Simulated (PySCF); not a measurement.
Delta-SCF ions had no search for a lower state. Excitations are Tamm–Dancoff values on a coarser integration grid. The basis has no diffuse functions, so Rydberg states are missing or too high.

CH$_{5}$NSi, SMILES `C=N[SiH3]` (charge 0, multiplicity 1)

Method: r2SCAN-D4/def2-TZVP run with PySCF 2.14.0.

```yaml
HOMO: -6.13 eV
dipole_moment: 1.42 D
LUMO: -1.92 eV
HOMO–LUMO gap: 4.21 eV
S1 excitation (TDA): 4.36 eV
S1 oscillator strength: 0.001
brightest of the four lowest singlets (TDA): 6.97 eV
T1 excitation (TDA): 3.61 eV
S1–T1 gap (TDA): 0.75 eV
vertical ionisation energy (Delta-SCF): 9.38 eV
total_energy: -385.2964 Ha
cost: very roughly 5 core-minutes
```

```xyz
8

C     -1.1550     0.4525     0.6423
N      0.0435     0.6680     0.3134
Si     0.9229    -0.2745    -0.8612
H     -1.6451     1.0885     1.3905
H     -1.7808    -0.3557     0.2248
H      2.1126    -0.8469    -0.1868
H      1.3628     0.6403    -1.9416
H      0.1017    -1.3774    -1.4450
```
Charge 0, spin multiplicity 1.
